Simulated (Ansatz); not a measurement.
Li₈H₈. Total charge 0; singlet. Geometry r2SCAN-D4/def2-SVP.

Cartesian coordinates in Å:
```
Li -0.8118 -0.9089 0.6268
Li -0.8309 -3.4407 0.2875
Li 1.2786 -2.2564 -0.3079
Li 1.0360 3.3938 -0.1389
Li -1.2398 2.4976 0.3142
Li -0.7608 -2.0417 -1.7680
Li 0.6226 0.9519 -0.7639
Li 0.7074 1.8042 1.7511
H -0.2232 2.5723 -1.1894
H -1.8952 -2.0899 -0.3500
H 0.2868 -2.3191 1.2143
H 0.2401 -3.4753 -1.2105
H 1.8619 1.8293 0.3472
H 0.4375 -0.8168 -1.1020
H -0.0473 3.4316 1.3503
H -0.6620 0.8679 0.9392
```

Another isomer (singlet) lies 0.62 eV lower at PBE0-D4/def2-TZVP; other spin states weren't run for this one.

Estimate the orbital energies around the gap (eV) in Ansatz with LDA (SPW92)/def2-TZVP, PBE-D4/def2-TZVP, r2SCAN-D4/def2-TZVP, PBE0-D4/def2-TZVP, CAM-B3LYP-D4/def2-TZVP.


```json
{"orbital": "HOMO−5", "LDA (SPW92)/def2-TZVP": "-6.11", "PBE-D4/def2-TZVP": "-5.99", "r2SCAN-D4/def2-TZVP": "-6.24", "PBE0-D4/def2-TZVP": "-7.21", "CAM-B3LYP-D4/def2-TZVP": "-8.64"}
{"orbital": "HOMO−4", "LDA (SPW92)/def2-TZVP": "-5.77", "PBE-D4/def2-TZVP": "-5.67", "r2SCAN-D4/def2-TZVP": "-5.91", "PBE0-D4/def2-TZVP": "-6.84", "CAM-B3LYP-D4/def2-TZVP": "-8.24"}
{"orbital": "HOMO−3", "LDA (SPW92)/def2-TZVP": "-5.46", "PBE-D4/def2-TZVP": "-5.35", "r2SCAN-D4/def2-TZVP": "-5.57", "PBE0-D4/def2-TZVP": "-6.50", "CAM-B3LYP-D4/def2-TZVP": "-7.89"}
{"orbital": "HOMO−2", "LDA (SPW92)/def2-TZVP": "-5.42", "PBE-D4/def2-TZVP": "-5.32", "r2SCAN-D4/def2-TZVP": "-5.54", "PBE0-D4/def2-TZVP": "-6.47", "CAM-B3LYP-D4/def2-TZVP": "-7.87"}
{"orbital": "HOMO−1", "LDA (SPW92)/def2-TZVP": "-5.36", "PBE-D4/def2-TZVP": "-5.26", "r2SCAN-D4/def2-TZVP": "-5.48", "PBE0-D4/def2-TZVP": "-6.41", "CAM-B3LYP-D4/def2-TZVP": "-7.79"}
{"orbital": "HOMO", "LDA (SPW92)/def2-TZVP": "-5.28", "PBE-D4/def2-TZVP": "-5.19", "r2SCAN-D4/def2-TZVP": "-5.41", "PBE0-D4/def2-TZVP": "-6.33", "CAM-B3LYP-D4/def2-TZVP": "-7.71"}
{"orbital": "LUMO", "LDA (SPW92)/def2-TZVP": "-1.05", "PBE-D4/def2-TZVP": "-0.93", "r2SCAN-D4/def2-TZVP": "-0.30", "PBE0-D4/def2-TZVP": "-0.39", "CAM-B3LYP-D4/def2-TZVP": "0.19"}
{"orbital": "LUMO+1", "LDA (SPW92)/def2-TZVP": "-0.77", "PBE-D4/def2-TZVP": "-0.65", "r2SCAN-D4/def2-TZVP": "-0.05", "PBE0-D4/def2-TZVP": "-0.12", "CAM-B3LYP-D4/def2-TZVP": "0.41"}
{"orbital": "LUMO+2", "LDA (SPW92)/def2-TZVP": "-0.72", "PBE-D4/def2-TZVP": "-0.59", "r2SCAN-D4/def2-TZVP": "0.04", "PBE0-D4/def2-TZVP": "-0.04", "CAM-B3LYP-D4/def2-TZVP": "0.51"}
{"orbital": "LUMO+3", "LDA (SPW92)/def2-TZVP": "-0.44", "PBE-D4/def2-TZVP": "-0.39", "r2SCAN-D4/def2-TZVP": "0.30", "PBE0-D4/def2-TZVP": "0.12", "CAM-B3LYP-D4/def2-TZVP": "0.60"}
{"orbital": "LUMO+4", "LDA (SPW92)/def2-TZVP": "-0.42", "PBE-D4/def2-TZVP": "-0.34", "r2SCAN-D4/def2-TZVP": "0.36", "PBE0-D4/def2-TZVP": "0.16", "CAM-B3LYP-D4/def2-TZVP": "0.62"}
{"orbital": "LUMO+5", "LDA (SPW92)/def2-TZVP": "-0.35", "PBE-D4/def2-TZVP": "-0.31", "r2SCAN-D4/def2-TZVP": "0.38", "PBE0-D4/def2-TZVP": "0.19", "CAM-B3LYP-D4/def2-TZVP": "0.69"}
```
